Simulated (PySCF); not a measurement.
Isomers of C5H12NOP, mass 133.066 u with the commonest isotopes. The calculation used PBE0/pcSseg-1 in PySCF (dipole) on a GFN2-xTB geometry, gas phase. One conformer each, none proved a minimum here; rigid rotors.

Question: Order these by rotational constant A, smallest first.
A. `[CH3:1][NH:2][P:3]1[CH2:4][CH2:5][O:6][CH2:7][CH2:8]1` with C1–N2–P3–C4 82°, N2–P3–C4–C5 151°, P3–C4–C5–O6 -65°, C4–C5–O6–C7 66°, C5–O6–C7–C8 -66°
B. `[CH3:1][O:2]/[CH:3]=[P:4]\[CH2:5][N:6]([CH3:7])[CH3:8]` with C1–O2–C3–P4 178°, C3–P4–C5–N6 176°, P4–C5–N6–C7 164°
C. `[CH3:1][P:2]1(=[NH:3])[CH2:4][CH2:5][O:6][CH2:7][CH2:8]1` with C1–P2–C4–C5 162°, P2–C4–C5–O6 -64°, C4–C5–O6–C7 69°, C5–O6–C7–C8 -69°
D. `[CH3:1][CH2:2][P:3]([NH:4][CH3:5])[C:6]([CH3:7])=[O:8]` with C1–C2–P3–N4 174°, C2–P3–N4–C5 159°, C2–P3–C6–C7 -98°

Answer: D (1968 MHz), C (2806 MHz), B (3393 MHz), A (3557 MHz).

Question: Order these by rotational constant C, smallest first.
A. `[CH3:1][O:2]/[CH:3]=[P:4]\[CH2:5][N:6]([CH3:7])[CH3:8]` with C1–O2–C3–P4 178°, C3–P4–C5–N6 176°, P4–C5–N6–C7 164°
B. `[CH3:1][NH:2][P:3]1[CH2:4][CH2:5][O:6][CH2:7][CH2:8]1` with C1–N2–P3–C4 82°, N2–P3–C4–C5 151°, P3–C4–C5–O6 -65°, C4–C5–O6–C7 66°, C5–O6–C7–C8 -66°
C. `[CH3:1][P:2]1(=[NH:3])[CH2:4][CH2:5][O:6][CH2:7][CH2:8]1` with C1–P2–C4–C5 162°, P2–C4–C5–O6 -64°, C4–C5–O6–C7 69°, C5–O6–C7–C8 -69°

Answer: A (700.0 MHz), B (967.4 MHz), C (1257 MHz).

Question: Order these by radius of gyration √(Σ m r²/M), largest first.
A. `[CH3:1][CH2:2][P:3]([NH:4][CH3:5])[C:6]([CH3:7])=[O:8]` with C1–C2–P3–N4 174°, C2–P3–N4–C5 159°, C2–P3–C6–C7 -98°
B. `[CH3:1][P:2]1(=[NH:3])[CH2:4][CH2:5][O:6][CH2:7][CH2:8]1` with C1–P2–C4–C5 162°, P2–C4–C5–O6 -64°, C4–C5–O6–C7 69°, C5–O6–C7–C8 -69°
C. `[CH3:1][NH:2][P:3]1[CH2:4][CH2:5][O:6][CH2:7][CH2:8]1` with C1–N2–P3–C4 82°, N2–P3–C4–C5 151°, P3–C4–C5–O6 -65°, C4–C5–O6–C7 66°, C5–O6–C7–C8 -66°
D. `[CH3:1][O:2]/[CH:3]=[P:4]\[CH2:5][N:6]([CH3:7])[CH3:8]` with C1–O2–C3–P4 178°, C3–P4–C5–N6 176°, P4–C5–N6–C7 164°

Answer: D (2.379 Å), A (2.066 Å), C (2.036 Å), B (1.889 Å).

```json
{"SMILES": "CNP1CCOCC1", "point group": "C1", "Ia (u·Å²)": "142.08", "Ib (u·Å²)": "439.20", "Ic (u·Å²)": "522.40", "κ": "-0.86", "μa (D)": "1.50", "μb (D)": "0.46", "μc (D)": "0.28"}
{"SMILES": "CCP(NC)C(C)=O", "point group": "C1", "Ia (u·Å²)": "256.80", "Ib (u·Å²)": "363.82", "Ic (u·Å²)": "515.65", "κ": "-0.17", "μa (D)": "0.98", "μb (D)": "0.14", "μc (D)": "0.96"}
{"SMILES": "CO/C=P\\CN(C)C", "point group": "C1", "Ia (u·Å²)": "148.95", "Ib (u·Å²)": "634.83", "Ic (u·Å²)": "721.96", "κ": "-0.93", "μa (D)": "2.27", "μb (D)": "1.71", "μc (D)": "0.78"}
{"SMILES": "CP1(=N)CCOCC1", "point group": "Cs", "Ia (u·Å²)": "180.11", "Ib (u·Å²)": "367.78", "Ic (u·Å²)": "402.20", "κ": "-0.85", "μa (D)": "0.98", "μb (D)": "0.00", "μc (D)": "1.85"}
```
